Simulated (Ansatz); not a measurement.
trans-NiH2(PH3)2 (NiP₂H₈). Total charge 0; singlet. Geometry PBE-D4/def2-SVP, basis def2-TZVP, Ansatz.

```tsv
run	HOMO (eV)	LUMO (eV)
A	-7.84	0.39
B	-4.83	-1.58
C	-9.07	1.50
D	-4.78	-1.80
E	-6.38	-0.58
F	-8.77	1.15
```

LC-ωPBE has ω = 0.4 bohr⁻¹.

Q: The runs used B97M-V, CAM-B3LYP, LC-ωPBE, LDA (SPW92), PBE0, ωB97M-V. Estimate which is which.

A: A CAM-B3LYP (range-separated); B B97M-V (0 % exact exchange); C LC-ωPBE (range-separated); D LDA (SPW92) (0 % exact exchange); E PBE0 (25 % exact exchange); F ωB97M-V (range-separated). Exact exchange lowers occupied and raises empty levels; among semilocal functionals meta-GGAs tend to open the gap a little, and such runs are hard to tell apart. The gap grows from 2.98 eV (LDA (SPW92)) to 10.56 eV (LC-ωPBE).
